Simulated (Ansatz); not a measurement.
Calculated with Ansatz (gas phase, PBE0-D4/def2-TZVP geometries, no zero-point term in ΔE). CCSD(T)/CBS adds triple-zeta CCSD(T) − MP2 to the extrapolated MP2 energy (def2 sets, frozen cores). This one scheme is used for every species. Functionals use def2-TZVPP. B3LYP here is the variant with VWN-RPA as its local correlation; programs differ in this. For Ge outer-core shells are correlated without core-valence functions, which leaves a few kJ/mol of doubt a bond. Scalar relativity is left out up to krypton. One conformer a species, not always the lowest.

Reaction (ligand exchange at a Ge–O bond): `[OH][GeH]([F])[SH]` + CH₃OH → `C[O][GeH]([F])[SH]` + H₂O

(1) Is it downhill or uphill in electronic energy at CCSD(T)/CBS, and by how much? (An estimate is asked.)

(2) What do these levels give: PBE0-D4, B3LYP-D4, ωB97M-V, B2PLYP, PBE, B3LYP, MP2/def2-TZVPP, SCS-MP2/def2-TZVPP, CCSD/def2-TZVPP, CCSD(T)/def2-TZVPP, HF/def2-QZVPP, MP2/CBS(def2)? (Best estimate.)

Largest T1 diagnostic among the species: 0.012.

Answers

(1) Computed: Downhill: ΔE = -4.8 kJ/mol.

(2) The calculation gave: PBE0-D4 -0.6, B3LYP-D4 -2.2, ωB97M-V -1.1, B2PLYP 0.9, PBE 2.9, B3LYP 4.2, MP2/def2-TZVPP -4.2, SCS-MP2/def2-TZVPP -1.9, CCSD/def2-TZVPP -1.3, CCSD(T)/def2-TZVPP -2.9, HF/def2-QZVPP 6.5, MP2/CBS(def2) -6.2 kJ/mol.

In def2-TZVPP, CCSD(T) changes the Hartree–Fock value by −9.5 kJ/mol (the triples alone add −1.6 kJ/mol) and MP2 by −10.9 kJ/mol. The D4 term adds −6.4 kJ/mol with B3LYP and −3.7 kJ/mol with PBE0; it sums over pairs of atoms, weighted by their polarisabilities, and B3LYP, whose exchange is more repulsive, gets the larger term.
